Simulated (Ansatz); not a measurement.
Start from `N#CC(F)Br` and change one atom or group to get `C[SiH2]C(F)Br`.

Ansatz, PBE0-D4/def2-TZVP geometries, multiplicity 1. Each molecule was computed in one conformer, which needn't be the lowest.

Scalar relativity is left out up to krypton.

```csv
property,`N#CC(F)Br`
LUMO energy (PBE0/def2-TZVPP) / eV,-1.65
LUMO energy (ωB97M-V/def2-TZVPP) / eV,0.51
LUMO energy (PBE/def2-TZVPP) / eV,-2.64
HOMO energy (B3LYP/def2-TZVPP) / eV,-8.81
size of the dipole moment (ωB97M-V/def2-TZVPP) / D,2.60
size of the dipole moment (PBE/def2-TZVPP) / D,2.53
```

Question: Give the same properties after the change, and the shifts. (Estimate.)

Answer: The calculation gave: 
```tsv
property	`C[SiH2]C(F)Br`	shift
LUMO energy (PBE0/def2-TZVPP) / eV	-0.44	1.21
LUMO energy (ωB97M-V/def2-TZVPP) / eV	1.50	0.99
LUMO energy (PBE/def2-TZVPP) / eV	-1.42	1.22
HOMO energy (B3LYP/def2-TZVPP) / eV	-7.69	1.12
size of the dipole moment (ωB97M-V/def2-TZVPP) / D	1.62	-0.98
size of the dipole moment (PBE/def2-TZVPP) / D	1.48	-1.05
```

With PBE0 the HOMO rises by 1.16 eV and the LUMO rises by 1.21 eV, so the gap widens by about 0.05 eV. PBE moves the HOMO by 1.10 eV and ωB97M-V by 1.19 eV. Dipoles are sizes alone; their direction can turn.

B3LYP here is the variant with VWN-RPA as its local correlation; programs differ in this.

Spin–orbit coupling is left out; it splits and shifts lone-pair levels of the heavy atoms by tenths of an eV.
